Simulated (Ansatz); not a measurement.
A nudged elastic band was laid between two geometries of H4N2Zn (7 atoms, charge 0, multiplicity 1).

Theory: RKS PBE0-D4/def2-SVP (Ansatz 0.2.0).

* movable images: 5
* climbing image: yes
* spring: 5.0 eV/Å²
* optimiser: quadratic models (default)
* start path: IDPP
* force threshold: 0.05 eV/Å
* iteration limit: 25
* end points: relaxed

First end point:

```xyz
7
Properties=species:S:1:pos:R:3
N -1.398 -0.708 -0.919
Zn 0.018 0.010 -0.043
N 1.509 0.769 0.657
H -1.982 -1.376 -0.422
H -2.016 -0.078 -1.423
H 2.394 0.287 0.530
H 1.475 1.096 1.619
```

Last end point:

```xyz
7
Properties=species:S:1:pos:R:3
N -1.707 -0.381 -0.490
Zn -0.015 0.044 0.004
N 1.615 0.656 0.510
H -2.012 -1.345 -0.384
H -2.036 -0.058 -1.396
H 2.431 0.089 0.294
H 1.723 0.995 1.462
```

(1) Which bonds break or form, and what moves?

(2) Give the energies along the band, and the barrier.

(3) What is the geometry of the highest image?

(4) What are the harmonic wavenumbers there?

## Answers

(1) No bond is made or broken. The height of N1 over the plane of its neighbours goes from 0.28 to -0.28 Å. The two ends are copies of one structure, up to a mirror image or an exchange of like atoms.

(2) The forces met the threshold. The highest image is number 3 of 0 to 6, 0.4 kcal/mol above the ends, which have the same energy within 2 meV. A vibrational analysis at the climbing image gives one clearly imaginary mode, 279i cm⁻¹: a first-order saddle point.

```tsv
image	path coordinate (Å)	energy (kcal/mol)	height of N1 over the plane of its neighbours (Å)
0	0.00	0.0	0.28
1	0.09	0.1	0.20
2	0.19	0.3	0.11
3	0.28	0.4	0.00
4	0.37	0.3	-0.10
5	0.47	0.1	-0.20
6	0.56	0.0	-0.28
```

(3) 
```xyz
7
Properties=species:S:1:pos:R:3
N -1.550 -0.538 -0.693
Zn 0.013 0.032 -0.015
N 1.582 0.712 0.583
H -2.038 -1.374 -0.400
H -2.066 -0.065 -1.423
H 2.433 0.186 0.406
H 1.626 1.047 1.542
```

(4) 279i, 153, 158, 225, 373, 624, 673, 739, 758, 1524, 1542, 3580, 3634, 3670, 3733 cm⁻¹.

Run time: 3.9 min on 1 CPU thread of a shared host.
